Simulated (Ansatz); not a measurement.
CH8B2Si2 from Hartree–Fock to CCSD(T)

| atom | x (Å) | y (Å) | z (Å) |
| --- | --- | --- | --- |
| B1 | -0.039 | -0.405 | -0.665 |
| C2 | 1.395 | -0.751 | 0.037 |
| Si3 | 0.188 | -1.004 | 1.407 |
| B4 | -1.198 | 0.122 | 0.813 |
| Si5 | -0.616 | 1.639 | -0.230 |
| H6 | 0.184 | 0.722 | -1.351 |
| H7 | -0.531 | -1.091 | -1.508 |
| H8 | 2.072 | 0.097 | 0.117 |
| H9 | 1.920 | -1.635 | -0.319 |
| H10 | -0.032 | -2.422 | 1.825 |
| H11 | -2.362 | -0.073 | 0.984 |
| H12 | 0.572 | 2.484 | 0.046 |
| H13 | -1.553 | 2.316 | -1.156 |

Total charge 0; spin multiplicity 1. The bonds changed during the relaxation, so this is another structure than the one it started from. Geometry: relaxed with PBE0-D4/def2-TZVP. It is one conformer, not always the lowest. Frozen core, restricted reference, the Gaussian-basis code of Ansatz. CBS rows extrapolate triple and quadruple zeta; past MP2 they add the triple-zeta difference.

```
     basis     HF (Eh)  MP2 corr.  CCSD corr.       (T)  CCSD(T) total
  def2-SVP  -669.41017   -0.54589    -0.60723  -0.02536     -670.04276
def2-TZVPP  -669.70966   -0.66186    -0.71575  -0.03596     -670.46137
def2-QZVPP  -669.73135   -0.70259           –         –              –
 CBS(def2)  -669.73434   -0.73276    -0.78665     as TZ     -670.55695
```
